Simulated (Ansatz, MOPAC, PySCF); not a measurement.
SiH4 (SMILES [SiH4]) and C2H6O (SMILES CCO) are pulled apart as rigid monomers along the line of their centres of mass, from the B3LYP-D3(BJ)/def2-TZVP minimum. Starting geometry (charge 0, multiplicity 1):
```xyz
14

Si    -0.054    -0.067    -0.083
H     -1.235     0.194     0.767
H     -0.399     0.315    -1.477
H      0.308    -1.499    -0.066
H      1.088     0.769     0.349
C      0.106     1.302     3.889
C     -0.266    -0.164     3.760
O      0.544    -0.858     2.812
H     -0.557     1.806     4.596
H      0.032     1.805     2.925
H      1.130     1.415     4.257
H     -0.215    -0.661     4.736
H     -1.287    -0.269     3.392
H      1.469    -0.752     3.059
```

Interaction energies with rigid monomers; basis-set methods are counterpoise corrected unless marked otherwise.

Rows in 6-31G* carry no dispersion term and start afresh at each structure (6-31G* with six Cartesian d functions). The state reached by PM7 isn't checked; PM7 holds dispersion and hydrogen-bond terms.

Run with Ansatz (an electronic-structure program) with Gaussian orbitals; MOPAC for PM7 (differences of heats of formation); PySCF for 6-31G* rows, the dispersion terms. 

```csv
Si1···O8 (Å),PM7 (meV),PBE/def2-TZVPPD (meV),BP86/6-31G* (no counterpoise) (meV),r2SCAN-D4/def2-TZVPPD (meV),B3LYP/def2-TZVPPD (meV)
2.77,129.2,4.5,-26.5,-78.3,64.5
3.06,7.9,…,-69.9,-112.3,-7.3
3.50,-52.6,-49.3,…,-87.7,-22.5
4.24,-28.2,-24.5,-40.6,-39.1,-10.1
5.43,-4.6,-5.9,-6.1,-10.4,-3.2
```

### Question
Fill in the missing entries.

### Answer

- 3.06, PBE/def2-TZVPPD (meV): -47.5
- 3.50, BP86/6-31G* (no counterpoise) (meV): -68.0
